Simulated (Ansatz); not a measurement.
CH6AlBSi, SMILES `[CH3][Al]1[BH][SiH2]1` at its PBE0-D4/def2-TZVP geometry, where that method's forces vanish. The species carries charge 0 and has multiplicity 1.

```json
{"atom": "C1", "x (Å)": "-1.618", "y (Å)": "0.510", "z (Å)": "-1.180"}
{"atom": "Al2", "x (Å)": "0.143", "y (Å)": "0.306", "z (Å)": "-0.374"}
{"atom": "B3", "x (Å)": "2.045", "y (Å)": "0.263", "z (Å)": "0.254"}
{"atom": "Si4", "x (Å)": "1.225", "y (Å)": "-0.832", "z (Å)": "1.502"}
{"atom": "H5", "x (Å)": "-2.323", "y (Å)": "0.956", "z (Å)": "-0.474"}
{"atom": "H6", "x (Å)": "-2.021", "y (Å)": "-0.457", "z (Å)": "-1.492"}
{"atom": "H7", "x (Å)": "-1.568", "y (Å)": "1.156", "z (Å)": "-2.061"}
{"atom": "H8", "x (Å)": "3.138", "y (Å)": "0.666", "z (Å)": "0.031"}
{"atom": "H9", "x (Å)": "-0.278", "y (Å)": "-0.859", "z (Å)": "1.088"}
{"atom": "H10", "x (Å)": "1.258", "y (Å)": "-1.708", "z (Å)": "2.707"}
```

Q: For each bond, give half the difference of the two atoms' forces along it (eV/Å; positive pushes the atoms apart) under PBE-D4, r2SCAN-D4, B3LYP-D4, ωB97M-V in def2-TZVPP. (An estimate is asked.)

A: Ansatz gave: 
```tsv
bond	length (Å)	PBE-D4	r2SCAN-D4	B3LYP-D4	ωB97M-V
C1–Al2	1.947	0.00	0.00	0.04	-0.01
C1–H5	1.093	0.11	0.00	-0.04	-0.04
C1–H6	1.093	0.11	0.00	-0.04	-0.04
C1–H7	1.093	0.11	-0.02	-0.05	-0.05
Al2–B3	2.004	-0.01	0.02	0.02	-0.02
Al2–Si4	2.446	0.06	-0.03	0.12	0.08
B3–Si4	1.852	0.07	0.07	0.12	-0.02
B3–H8	1.185	0.01	-0.07	-0.11	-0.02
Si4–H9	1.559	0.10	-0.02	-0.05	-0.04
Si4–H10	1.491	0.07	0.00	-0.14	-0.15
```

B3LYP here is the variant with VWN-RPA as its local correlation; programs differ in this.
